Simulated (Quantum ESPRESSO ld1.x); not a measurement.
The mean radii <r> (bohr) of the occupied orbitals of an atom or ion are listed with their occupations. All-electron calculation, non-relativistic Kohn-Sham, LDA (Slater exchange, Perdew-Wang correlation), spin-polarised, spherical densities, point nucleus. Program: ld1.x of Quantum ESPRESSO 7.5.

orbital  occ.     <r>
1s          2  0.1589
2s          2  0.9042
2p          6  0.9815

Name the element and its charge. Open shells, if any, are filled with parallel spins first.

Answer. Z = 10, neon, charge 0: Ne in [Ne]. The 1s radius gives Z: for a bare nucleus <r> = 1.5/Z, 0.15 bohr for Z = 10, and screening makes it slightly larger (0.1589 here). The occupations add up to 10, and the charge is Z minus that.
